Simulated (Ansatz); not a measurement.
Reactions of `COC([SiH3])=S`.

Isolated molecules relaxed with PBE0-D4/def2-TZVP in Ansatz; ΔE leaves out vibrations. CBS: MP2 limit from def2 TZ/QZ plus the TZ coupled-cluster correction, frozen cores. This one scheme is used for every species. For Se outer-core shells are correlated without core-valence functions, which leaves a few kJ/mol of doubt a bond. Scalar relativity is left out up to krypton. Each species was taken in one conformer, which may not be the lowest.

Q: Order these by ΔE at CCSD(T)/CBS, lowest first. (An estimate is asked.)
A. `COC([SiH3])=S` + `CC=N` → `C/C=N\[SiH3]` + `COC=S`
B. `COC([SiH3])=S` + `NB[SeH]` → `[SiH3]NB[SeH]` + `COC=S`
C. `COC([SiH3])=S` + CH₃SH → `COC(=S)SC` + SiH₄
D. `COC([SiH3])=S` → `COC=S` + `[SiH2]`

A: B (-13.6 kcal/mol), A (-10.2 kcal/mol), C (-3.2 kcal/mol), D (+53.1 kcal/mol).

Largest T1 diagnostic: 0.017, for `COC([SiH3])=S`.
